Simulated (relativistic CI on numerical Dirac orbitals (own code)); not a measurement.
# Mg10+: what numerical and physical settings do to a radial Dirac CI calculation

Reference input:

```
atom Mg  Z=12  charge=10  electrons=2
nucleus A=24  rms_radius_fm=3.0570
hamiltonian dirac-coulomb  breit=on  qed=on  c_scale=1
orbitals kli  potential=per-configuration
slater_scale 1
correlation none
mixing on
grid step=0.0125 r_max=8.8
scf mixing=0.4 start=green max_iterations=150 tolerance=2e-08 node_fill=0.05
configurations
  1s2
  1s 2s
  1s 2p
end
```

Computed lowest total energy -136.82677 Ha, first excitation 10726552.6 cm⁻¹, 21 SCF steps. Runs with settings changed; * marks those that are bad on purpose:

| Changed | Outcome | Lowest level | ΔE (Ha) | First excitation (cm⁻¹) | SCF steps | Message |
| --- | --- | --- | --- | --- | --- | --- |
| grid step 0.006, Slater scale 1.2 | converged | 1s2 1S_0 | -1.1e-05 | 10721381.3 | 21 |  |
| Breit term off | converged | 1s2 1S_0 | -0.0213 | 10731223.0 | 21 |  |
| iteration limit 20 | converged | 1s2 1S_0 | 0 | 10726552.6 | 21 |  |
| QED terms off, grid step 0.02, start potential thomas-fermi | converged | 1s2 1S_0 | -0.0195 | 10728320.7 | 21 |  |
| end of the grid at 0.26 bohr * | not converged |  |  |  | 7 | orbital 1s not found |
| grid step 0.3 * | converged | 1s2 1S_0 | 0.00247 | 8694147.5 | 42 | orbitals of one symmetry overlap by 7.7e-01; an occupied orbital reaches the end of the grid |
